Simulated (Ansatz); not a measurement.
Si(CCH)Cl3 (C2HCl3Si). Total charge 0; singlet. Geometry r2SCAN-D4/def2-SVP; atoms count from 1.

| atom | x (Å) | y (Å) | z (Å) |
| --- | --- | --- | --- |
| Si1 | -0.360 | -0.754 | -0.510 |
| C2 | 0.308 | 0.637 | 0.430 |
| C3 | 0.752 | 1.579 | 1.066 |
| H4 | 1.148 | 2.408 | 1.626 |
| Cl5 | 0.120 | -2.515 | 0.419 |
| Cl6 | 0.428 | -0.759 | -2.400 |
| Cl7 | -2.397 | -0.596 | -0.631 |

Estimate the Mulliken populations from the PBE0/def2-TZVP orbitals of Ansatz.


```json
{"atom": "Si1", "charge (e)": "0.69"}
{"atom": "C2", "charge (e)": "-0.18"}
{"atom": "C3", "charge (e)": "-0.17"}
{"atom": "H4", "charge (e)": "0.20"}
{"atom": "Cl5", "charge (e)": "-0.18"}
{"atom": "Cl6", "charge (e)": "-0.18"}
{"atom": "Cl7", "charge (e)": "-0.18"}
```
Mulliken values depend strongly on the basis.

And the Mayer bond orders between heavy atoms (over 0.3)?

Si1–C2 1.03 (1.81 Å); Si1–Cl5 1.20 (2.05 Å); Si1–Cl6 1.20 (2.05 Å); Si1–Cl7 1.20 (2.05 Å); C2–C3 2.72 (1.22 Å).
